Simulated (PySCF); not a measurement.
How methods differ on the excitation energy of Ar²⁺

Ar²⁺ [Ne] 3s2 3p4 (3P) → Ar²⁺ [Ne] 3s2 3p3 4s1 (5S), as a difference of total energies. All numbers are calculated (PySCF 2.14, the non-relativistic Hamiltonian (point nucleus), in aug-cc-pV(5+d)Z). Correlated levels: valence: [Ne] frozen. The calculations carry no spin-orbit coupling.

| method | excitation energy (eV) |
| --- | --- |
| UHF | 20.922 |
| LDA | 21.493 |
| PBE | 21.472 |
| PBE0 | 21.620 |
| r2SCAN | 21.946 |
| PBEsol | 21.483 |
| TPSS | 21.870 |
| revPBE | 21.542 |
| MP2 (valence) | 21.404 |
| SCS-MP2 (valence) | 21.698 |

Q: How much does correlation contribute at MP2 (valence)?

A: 21.404 − (20.922) = 0.482 eV, measured against UHF.

A first-order spin-orbit estimate (lowest level to lowest level, LS coupling) adds 0.062 eV.

The promoted electron is Rydberg-like, and one or two diffuse shells describe it only roughly, which tends to raise the upper state.
